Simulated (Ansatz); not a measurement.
Mulliken charges of AsBH₅N (`B[AsH]N`) from ωB97M-V/def2-TZVPP in Ansatz (PBE0-D4/def2-TZVP geometry).

```tsv
atom	x (Å)	y (Å)	z (Å)	charge (e)
B1	-0.903	0.665	-0.957	-0.203
As2	0.722	0.657	0.160	0.153
N3	0.900	-1.045	0.875	-0.369
H4	-1.244	-0.307	-1.563	0.080
H5	-1.453	1.711	-1.132	0.085
H6	0.159	1.384	1.369	0.018
H7	1.770	-1.461	0.573	0.118
H8	0.141	-1.662	0.619	0.118
```

By hand: the dipole of these point charges (1 e Å = 4.8032 D).

Σ q r = (-0.033, 0.128, -0.160) e Å, of length 0.208 e Å = 1.00 D.

How does the dipole of the full density compare? (Estimate.)

The calculation gave: (-0.031, -0.171, -0.130) e Å, 1.04 D; the point charges give 0.96 times that, at 90° from its direction.

Point charges leave out the atoms' own dipoles, such as those of lone pairs, and Mulliken's split depends on the basis, so the two needn't agree.
